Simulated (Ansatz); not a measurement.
Ansatz (a quantum-chemistry and plane-wave program) input (HF/aug-cc-pV(Q+d)Z):
A basis named .json is the Basis Set Exchange file of that set.

Ansatz 0.2 input:
```yaml
crystal:
  periodic: [false, false, false]
  atoms:
    - {symbol: C, position_ang: [0.58240357, -0.78592018, 0.41261046]}
    - {symbol: C, position_ang: [-0.80110020, -0.41460288, 0.65693758]}
    - {symbol: Cl, position_ang: [-1.63767238, 0.16900667, -0.90370451]}
    - {symbol: Cl, position_ang: [1.79932945, 0.40702807, 0.39008991]}
    - {symbol: H, position_ang: [0.86121799, -1.73769746, -0.01329177]}
    - {symbol: H, position_ang: [-0.90412970, 0.41499987, 1.34907487]}
    - {symbol: H, position_ang: [-1.39307878, -1.26675440, 0.97837705]}
basis:
  gaussian:
    orbitals: aug-cc-pV_Q+d_Z.json
hamiltonian:
  xc: hf
magnetization: {spin_polarized: true, initial_magnetization: 1}
```

End of the output:

```
integrals: 0.77 GiB planned
1689 factors; their error is unknown
mean field: 5.27 GiB planned
mean field evaluation 1: about -27114.1441 eV, gradient 1.5e1 eV
mean field evaluation 2: about -27115.8027 eV, gradient 5.8e0 eV
mean field evaluation 4: about -27116.1858 eV, gradient 1.2e0 eV
mean field evaluation 8: about -27116.2146 eV, gradient 1.1e-1 eV
mean field evaluation 16: about -27114.5992 eV, gradient 1.5e1 eV
mean field -27116.66623050 eV, -996.5191036342 hartree, gradient 2.1e-5 eV, S^2 0.774431; 0 other end points of the search recorded, 0 dependent functions left out
reference -27116.66623050 eV, -996.5191036342 hartree; 25, 24 occupied and 451, 452 virtual orbitals, 1689 factors
Total energy: -27116.66623050 eV, -996.5191036342 hartree
```

It need not be the lowest isomer of its formula.
